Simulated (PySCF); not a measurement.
**A small calculation by hand: oscillator strength and radiative lifetime**

C₄H₇ClSi, SMILES C[SiH2]C=C=CCl.

The structure is a stationary point at B3LYP-D3(BJ)/def2-SVP. The structure was generated by enumeration; whether it is a known compound was not checked. The values are those of a single conformer.

TDA-PBE/def2-SVPD (PySCF 2.14.0) puts the first singlet state with f over 0.02 at 5.90 eV (vertical), with the transition dipole (0.669, 0.065, -0.239) in atomic units.

Find the oscillator strength, the wavelength and the radiative lifetime that this transition would have in vacuum if emission retraced absorption.


|μ|² = 0.5089 au, so |μ| = 1.81 D. ΔE = 5.90/27.211 = 0.2168 hartree. f = (2/3) ΔE |μ|² = 0.074 (the program prints 0.074).
λ = 1239.84/5.90 = 210 nm; ν = 47587 cm⁻¹.
Einstein's coefficient A = 0.6670 ν² f s⁻¹ (ν in cm⁻¹) = 1.1e8 s⁻¹, so τ = 1/A = 9.0 ns. This state is S4; the lower singlets have f = 0.001, 0.004, 0.016. The figure is the radiative limit of this one transition; relaxation, internal conversion, crossing to triplets and a medium change what is measured.
